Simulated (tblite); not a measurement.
Compound: C₃H₁₂B₃N₃.
Bonds: C1–C2, C2–N3, N3–B4, B4–N5, N5–B6, B6–C7, B6–N8, N8–B9, N3–B9. Hydrogens: H10, H11, H12 on C1; H13, H14 on C2; H15 on B4; H16 on N5; H17, H18, H19 on C7; H20 on N8; H21 on B9.

Computed with GFN2-xTB (tblite), gas phase: L-BFGS steps from a force-field or distance-geometry start until the largest atomic force falls under 0.01 eV/Å.

Step 24: E = -685.5764 eV
```
atom  x, y, z in Å  |  force x, y, z in eV/Å
C1     -3.1026   -0.1982    0.7630   -0.148  -0.088   0.083
C2     -2.2044    0.3041   -0.3524   -0.078  -0.133   0.075
N3     -0.8275   -0.0611   -0.0716    0.108   0.113  -0.054
B4     -0.0674   -0.6752   -1.0943    0.093  -0.012  -0.030
N5      1.3222   -0.8298   -0.9035    0.327   0.021  -0.280
B6      1.9877   -0.2729    0.2197    0.065   0.120  -0.054
C7      3.4086    0.4402    0.0776   -0.093  -0.044   0.015
N8      1.1517   -0.0128    1.3393    0.290   0.212   0.181
B9     -0.2316    0.2221    1.1868    0.109  -0.043   0.059
H10    -4.1511   -0.0022    0.5727   -0.092   0.068  -0.076
H11    -2.9498   -1.2700    0.8492   -0.108  -0.097   0.058
H12    -2.8130    0.2530    1.7020   -0.158   0.079   0.097
H13    -2.5049   -0.1801   -1.2808   -0.049   0.020  -0.186
H14    -2.2907    1.3884   -0.5046   -0.018  -0.025   0.196
H15    -0.5589   -0.9530   -2.1161   -0.088  -0.157  -0.157
H16     1.8786   -1.1464   -1.6907   -0.136   0.097   0.171
H17     3.8188    0.3214   -0.9265    0.104  -0.025   0.212
H18     4.1813    0.2150    0.8128   -0.129  -0.090  -0.116
H19     3.1532    1.4976    0.2011    0.270  -0.044  -0.057
H20     1.5853    0.2702    2.2121   -0.100  -0.023  -0.233
H21    -0.7943    0.7067    2.0869   -0.168   0.051   0.092
```

Step 25: E = -685.6032 eV
```
atom  x, y, z in Å  |  force x, y, z in eV/Å
C1     -3.1136   -0.2018    0.7687   -0.111  -0.073   0.029
C2     -2.2090    0.2982   -0.3383    0.100  -0.134  -0.126
N3     -0.8325   -0.0833   -0.0647    0.095   0.235  -0.119
B4     -0.0730   -0.6815   -1.1016    0.145  -0.032   0.067
N5      1.3212   -0.8194   -0.9132    0.276   0.088  -0.224
B6      1.9804   -0.2587    0.2108    0.136   0.092  -0.022
C7      3.4125    0.4356    0.0800   -0.052  -0.026  -0.006
N8      1.1501   -0.0010    1.3333    0.296   0.230   0.113
B9     -0.2347    0.2228    1.1873    0.123  -0.141   0.026
H10    -4.1565   -0.0046    0.5609   -0.160   0.087  -0.032
H11    -2.9649   -1.2712    0.8612   -0.091  -0.174   0.062
H12    -2.8252    0.2557    1.7048   -0.199   0.073   0.109
H13    -2.4868   -0.1625   -1.2849   -0.200  -0.056  -0.140
H14    -2.2903    1.3838   -0.4839    0.024  -0.004   0.239
H15    -0.5645   -0.9732   -2.1216   -0.082  -0.115  -0.106
H16     1.8967   -1.1199   -1.6913   -0.196   0.046   0.081
H17     3.8325    0.3076   -0.9190    0.081  -0.017   0.191
H18     4.1798    0.1983    0.8182   -0.170  -0.093  -0.104
H19     3.1789    1.4989    0.1999    0.252  -0.065  -0.055
H20     1.5970    0.2945    2.1924   -0.109  -0.006  -0.113
H21    -0.8070    0.6988    2.0835   -0.157   0.085   0.129
```

Task: Estimate the geometry and energy of step 26. (The exact step hangs on the optimiser's Hessian estimate; all steps are aligned on step 25, rigid shifts and turns removed.)

Result: E = -685.6308 eV, largest force 0.349 eV/Å
```
atom  x, y, z in Å  |  force x, y, z in eV/Å
C1     -3.1282   -0.2068    0.7747   -0.026  -0.054  -0.058
C2     -2.2125    0.2891   -0.3256    0.220  -0.080  -0.259
N3     -0.8353   -0.1061   -0.0585    0.057   0.282  -0.146
B4     -0.0772   -0.6930   -1.1076    0.178  -0.021   0.096
N5      1.3237   -0.8046   -0.9255    0.087   0.167  -0.077
B6      1.9755   -0.2414    0.2008    0.161   0.046  -0.022
C7      3.4164    0.4289    0.0830    0.027   0.013  -0.029
N8      1.1527    0.0160    1.3258    0.168   0.218   0.018
B9     -0.2366    0.2178    1.1903    0.089  -0.158  -0.012
H10    -4.1663   -0.0066    0.5478   -0.167   0.084   0.011
H11    -2.9818   -1.2748    0.8749   -0.097  -0.200   0.068
H12    -2.8424    0.2598    1.7086   -0.244   0.041   0.076
H13    -2.4732   -0.1432   -1.2922   -0.301  -0.106  -0.033
H14    -2.2844    1.3790   -0.4558    0.048  -0.034   0.254
H15    -0.5736   -0.9987   -2.1276   -0.023  -0.061   0.023
H16     1.9138   -1.0827   -1.6954   -0.167  -0.049  -0.094
H17     3.8489    0.2899   -0.9068    0.078  -0.023   0.093
H18     4.1747    0.1766    0.8234   -0.160  -0.109  -0.028
H19     3.2122    1.4976    0.1979    0.212  -0.041  -0.042
H20     1.6089    0.3300    2.1682   -0.066   0.024   0.068
H21    -0.8242    0.6901    2.0820   -0.075   0.059   0.091
```

The energy changes by -0.0276 eV. The first-order estimate −F·Δx gives -0.0379 eV and the mean of the old and new forces, exact on a quadratic surface, -0.0276 eV. The step makes an angle of 71° with the force vector and moves no atom by more than 0.045 Å.

What follows is the cost of the whole relaxation. The run took 5.2 s wall, 3.3 s CPU on one thread, Intel Xeon at 2.50 GHz (x86_64), no GPU, shared host with 64 logical CPUs at a one-minute load of 64.
